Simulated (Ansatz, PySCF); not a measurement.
This Ansatz (an electronic-structure program) input computes a CAM-B3LYP/def2-TZVPD energy:

Ansatz 0.2 input:
```yaml
crystal:
  periodic: [false, false, false]
  atoms:
    - {symbol: Se, position_ang: [-0.90749070, -0.00375848, 0.70316520]}
    - {symbol: Se, position_ang: [0.90749070, 0.00375848, -0.70316520]}
    - {symbol: H, position_ang: [-1.85026188, -0.03139265, -0.43895857]}
    - {symbol: H, position_ang: [1.85026188, 0.03139265, 0.43895857]}
basis:
  gaussian:
    orbitals: def2-TZVPD
hamiltonian:
  xc: {name: CAM-B3LYP}
total_charge: 1
magnetization: {spin_polarized: true, initial_magnetization: 1}
output: {forces: true}
```

Task: Write an input for the same energy in PySCF and say what it gives.

Result: 
```python
from pyscf import gto, scf, dft

mol = gto.M(
    atom='''
    Se   -0.90749070   -0.00375848    0.70316520
    Se    0.90749070    0.00375848   -0.70316520
    H    -1.85026188   -0.03139265   -0.43895857
    H     1.85026188    0.03139265    0.43895857
    ''',
    basis='def2-tzvpd',
    charge=1,
    spin=1,
    verbose=4,
)

mf = dft.UKS(mol, xc='camb3lyp').density_fit(auxbasis='def2-universal-jkfit')
mf.grids.level = 3
mf.conv_tol = 1e-9
mf.max_cycle = 100
mf.max_memory = 1500
mf.kernel()
if not mf.converged:
    mf = mf.newton()
    mf.kernel(mf.make_rdm1())
for _ in range(2):
    mo, _, stable, _ = mf.stability(return_status=True)
    if stable:
        break
    mf.kernel(mf.make_rdm1(mo, mf.mo_occ))
mf.analyze()
```
It gives -4804.24625 Eh, and Ansatz -4804.24619 Eh, a difference of 0.06 mEh, from the treatment of integrals and grids.
